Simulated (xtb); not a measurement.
xtb input:

```bash
xtb mol.xyz --gfn 1 --sp --chrg 0 --uhf 0
```
mol.xyz:
```
5

Si    -0.02478782    -0.76495358     0.04003250
Cl     1.69473435     0.35377364    -0.01137015
Cl    -1.66830922     0.46170753    -0.03130663
H     -0.05628841    -1.51275578     1.30528317
H     -0.04590938    -1.64107391    -1.14023303
```

**Question.** Predict the final energy.

**Answer.** -11.58996 Eh (GFN1-xTB).
